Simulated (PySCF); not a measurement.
Question: Give a GFN2-xTB geometry of vinylcyclohexane (`C=CC1CCCCC1`).

Answer: 
Z-matrix in Å and degrees, rows numbered from 1:
```
C 
C   1  1.3195
C   2  1.4976  1  125.03
C   3  1.5335  2  110.30  1  -119.65
C   4  1.5255  3  110.93  2  -178.86
C   5  1.5255  4  110.52  3    57.87
C   6  1.5255  5  110.36  4   -57.35
C   7  1.5255  6  110.50  5    57.38
H   1  1.0779  2  121.81  3     0.02
H   1  1.0771  2  122.07  3  -179.98
H   2  1.0830  1  120.03  3   179.97
H   3  1.0955  2  109.20  1    -0.07
H   4  1.0928  3  109.09  2   -58.36
H   4  1.0924  3  109.48  2    59.49
H   5  1.0924  4  109.68  3   179.23
H   5  1.0927  4  109.41  3   -62.66
H   6  1.0927  5  109.29  4    62.85
H   6  1.0921  5  110.01  4  -178.91
H   7  1.0923  6  109.92  5   178.58
H   7  1.0927  6  109.44  5   -63.17
H   8  1.0925  3  109.49  2   -59.44
H   8  1.0929  3  109.11  2    58.39
```

Of the pairs four or more bonds apart, H9···H12 is among the closest relative to their van der Waals radii: 2.42 Å, 101 % of the sum of Bondi's values. The 6-membered ring C3–C4–C5–C6–C7–C8 has internal angles of 109.4° to 110.9° (sum 663°, against 720° for a flat polygon); it is puckered, 0.24 Å rms from its mean plane, widest ring torsion 58°. The C–C distances run from 1.320 Å (C1=C2, drawn double) to 1.534 Å (C3–C8, drawn single), a spread of 0.214 Å.

The geometry is computed with GFN2-xTB (gas phase).

Point group: Cs (every atom within 0.08 Å of its image). Not checked by GFN2-xTB frequencies. One conformer, not necessarily the lowest (C1–C2–C3–C4 -120°, C2–C3–C4–C5 -179°, C3–C4–C5–C6 58°, C4–C5–C6–C7 -57°, C5–C6–C7–C8 57°).
